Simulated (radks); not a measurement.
Species: Pt. Configuration: [Xe] 4f14 5d(3/2: 4, 5/2: 4) 6s1 6p(1/2: 1, 3/2: 0) (not the ground configuration).

All-electron calculation, Dirac Kohn-Sham, PBE, spin-unpolarised, spherical densities, finite nucleus; Fermi nuclear charge, rms radius 5.427 fm. Program: a radial shooting solver on a logarithmic mesh with Libxc functionals.

Energy parts (hartree):
total: -18442.6999
kinetic: 21087.6898
electron-nucleus: -46350.2336
Hartree: 7176.7854
exchange-correlation: -356.9415

Orbitals (lengths in bohr, moments of r in powers of bohr; r(max) is where P^2 peaks):
| orbital | occ. | eigenvalue (hartree) | r(max) | small-component weight |
|---|---|---|---|---|
| 1s1/2 | 2 | -2876.601 | 0.01062 | 8.74e-02 |
| 2s1/2 | 2 | -505.1097 | 0.06144 | 2.00e-02 |
| 2p1/2 | 2 | -484.2616 | 0.04532 | 2.01e-02 |
| 2p3/2 | 4 | -420.7279 | 0.05259 | 1.79e-02 |
| 3s1/2 | 2 | -118.7541 | 0.1729 | 6.66e-03 |
| 3p1/2 | 2 | -109.3637 | 0.1614 | 6.61e-03 |
| 3p3/2 | 4 | -95.39769 | 0.1762 | 5.98e-03 |
| 3d3/2 | 4 | -79.71079 | 0.1374 | 5.86e-03 |
| 3d5/2 | 6 | -76.70035 | 0.1415 | 5.69e-03 |
| 4s1/2 | 2 | -25.63648 | 0.3904 | 2.24e-03 |
| 4p1/2 | 2 | -21.64625 | 0.3889 | 2.15e-03 |
| 4p3/2 | 4 | -18.32041 | 0.4194 | 1.91e-03 |
| 4d3/2 | 4 | -11.77334 | 0.4130 | 1.71e-03 |
| 4d5/2 | 6 | -11.15479 | 0.4225 | 1.65e-03 |
| 4f5/2 | 6 | -2.79316 | 0.3828 | 1.27e-03 |
| 4f7/2 | 8 | -2.66622 | 0.3874 | 1.24e-03 |
| 5s1/2 | 2 | -3.88214 | 0.8700 | 5.52e-04 |
| 5p1/2 | 2 | -2.60739 | 0.9216 | 4.69e-04 |
| 5p3/2 | 4 | -2.05559 | 1.002 | 3.97e-04 |
| 5d3/2 | 4 | -0.37886 | 1.228 | 2.10e-04 |
| 5d5/2 | 4 | -0.32634 | 1.267 | 1.94e-04 |
| 6s1/2 | 1 | -0.27693 | 2.306 | 6.51e-05 |
| 6p1/2 | 1 | -0.08820 | 2.984 | 3.09e-05 |
| 6p3/2 | 0 | -0.06235 | 3.434 | 2.21e-05 |

The highest occupied level is 6p1/2 at -2.400 eV. Summed over all electrons, <r^2> = 71.63 bohr^2, which gives a Langevin (diamagnetic) susceptibility term of -56.7 x 10^-6 cm^3/mol. The electron density at the nucleus is 1.974e+06 e/bohr^3.
